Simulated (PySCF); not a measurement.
## Steps of a relaxation of [Ce(H2O)6]4+

[Ce(H2O)6]4+ (singlet; a saddle point, relaxed within its symmetry). PySCF 2.14.0, RKS PBE, Ce lcecp-2-SVP with ECP46, O def2-SVP, H def2-SVP; non-relativistic Hamiltonian with scalar-relativistic core potentials where named; density fitting; no spin-orbit coupling. Origin of the start: template. Columns: position (Å) and force (eV/Å). Energies are counted from the last step; some of the 6 steps are shown. Forces carry noise of the integration grid, about 0.01 to 0.03 eV/Å.

Run from Python with OMP_NUM_THREADS=4. Where DIIS fails, smearing, a level shift and second-order steps follow.
It took 72 s on 4 threads of Intel(R) Xeon(R) Processor, on a shared host, from the converged density of the start.

```xyz
19
step 0  E = 0.345 eV
Ce    0.0000    0.0000    0.0000     0.00    0.00    0.00
O     0.0000    0.0000    2.4075     0.00    0.00   -2.33
H     0.5445    0.5445    2.9975     0.70    0.69    0.94
H    -0.5445   -0.5445    2.9975    -0.70   -0.69    0.94
O     0.0000    0.0000   -2.4075     0.00    0.00    2.33
H     0.5445   -0.5445   -2.9975     0.70   -0.69   -0.94
H    -0.5445    0.5445   -2.9975    -0.70    0.69   -0.94
O     2.4075    0.0000    0.0000    -2.32    0.00    0.00
H     2.9975   -0.5445    0.5445     0.92   -0.74    0.74
H     2.9975    0.5445   -0.5445     0.92    0.74   -0.74
O     0.0000    2.4075    0.0000     0.00   -2.33    0.00
H     0.5445    2.9975    0.5445     0.70    0.94    0.69
H    -0.5445    2.9975   -0.5445    -0.70    0.94   -0.69
O    -2.4075    0.0000    0.0000     2.32    0.00    0.00
H    -2.9975    0.5445    0.5445    -0.92    0.74    0.74
H    -2.9975   -0.5445   -0.5445    -0.92   -0.74   -0.74
O     0.0000   -2.4075    0.0000     0.00    2.33    0.00
H    -0.5445   -2.9975    0.5445    -0.70   -0.94    0.69
H     0.5445   -2.9975   -0.5445     0.70   -0.94   -0.69
```

```xyz
19
step 2  E = 0.009 eV
Ce    0.0000    0.0000    0.0000     0.00    0.00    0.00
O     0.0000    0.0000    2.3693     0.00    0.00   -0.11
H     0.5553    0.5493    2.9975    -0.05   -0.05   -0.03
H    -0.5553   -0.5493    2.9975     0.05    0.05   -0.03
O     0.0000    0.0000   -2.3693     0.00    0.00    0.11
H     0.5553   -0.5493   -2.9975    -0.05    0.05    0.03
H    -0.5553    0.5493   -2.9975     0.05   -0.05    0.03
O     2.3681    0.0000    0.0000    -0.11    0.00    0.00
H     2.9931   -0.5548    0.5548    -0.04    0.05   -0.05
H     2.9931    0.5548   -0.5548    -0.04   -0.05    0.05
O     0.0000    2.3693    0.0000     0.00   -0.11    0.00
H     0.5553    2.9975    0.5493    -0.05   -0.03   -0.05
H    -0.5553    2.9975   -0.5493     0.05   -0.03    0.05
O    -2.3681    0.0000    0.0000     0.11    0.00    0.00
H    -2.9931    0.5548    0.5548     0.04   -0.05   -0.05
H    -2.9931   -0.5548   -0.5548     0.04    0.05    0.05
O     0.0000   -2.3693    0.0000     0.00    0.11    0.00
H    -0.5553   -2.9975    0.5493     0.05    0.03   -0.05
H     0.5553   -2.9975   -0.5493    -0.05    0.03    0.05
```

```xyz
19
step 3  E = 0.001 eV
Ce    0.0000    0.0000    0.0000     0.00    0.00    0.00
O     0.0000    0.0000    2.3573     0.00    0.00    0.05
H     0.5549    0.5438    2.9903    -0.01   -0.01   -0.05
H    -0.5549   -0.5438    2.9903     0.01    0.01   -0.05
O     0.0000    0.0000   -2.3573     0.00    0.00   -0.05
H     0.5549   -0.5438   -2.9903    -0.01    0.01    0.05
H    -0.5549    0.5438   -2.9903     0.01   -0.01    0.05
O     2.3550    0.0000    0.0000     0.04    0.00    0.00
H     2.9840   -0.5523    0.5523    -0.05    0.01   -0.01
H     2.9840    0.5523   -0.5523    -0.05   -0.01    0.01
O     0.0000    2.3573    0.0000     0.00    0.05    0.00
H     0.5549    2.9903    0.5438    -0.01   -0.05   -0.01
H    -0.5549    2.9903   -0.5438     0.01   -0.05    0.01
O    -2.3550    0.0000    0.0000    -0.04    0.00    0.00
H    -2.9840    0.5523    0.5523     0.05   -0.01   -0.01
H    -2.9840   -0.5523   -0.5523     0.05    0.01    0.01
O     0.0000   -2.3573    0.0000     0.00   -0.05    0.00
H    -0.5549   -2.9903    0.5438     0.01    0.05   -0.01
H     0.5549   -2.9903   -0.5438    -0.01    0.05    0.01
```

Q: Where does the relaxation end?

A: It converges at step 5 in D2d:
```xyz
19
step 5  E = 0
Ce    0.0000    0.0000    0.0000
O     0.0000    0.0000    2.3540
H     0.5586    0.5409    2.9843
H    -0.5586   -0.5409    2.9843
O     0.0000    0.0000   -2.3540
H     0.5586   -0.5409   -2.9843
H    -0.5586    0.5409   -2.9843
O     2.3508    0.0000    0.0000
H     2.9772   -0.5526    0.5526
H     2.9772    0.5526   -0.5526
O     0.0000    2.3540    0.0000
H     0.5586    2.9843    0.5409
H    -0.5586    2.9843   -0.5409
O    -2.3508    0.0000    0.0000
H    -2.9772    0.5526    0.5526
H    -2.9772   -0.5526   -0.5526
O     0.0000   -2.3540    0.0000
H    -0.5586   -2.9843    0.5409
H     0.5586   -2.9843   -0.5409
```

Q: How did the contacts change?

A: 
| contact | start (Å) | end (Å) |
| --- | --- | --- |
| Ce1–O2 (H2O) | 2.408 | 2.354 |
| Ce1–O5 (H2O) | 2.408 | 2.354 |
| Ce1–O8 (H2O) | 2.408 | 2.351 |
| Ce1–O11 (H2O) | 2.408 | 2.354 |
| Ce1–O14 (H2O) | 2.408 | 2.351 |
| Ce1–O17 (H2O) | 2.408 | 2.354 |
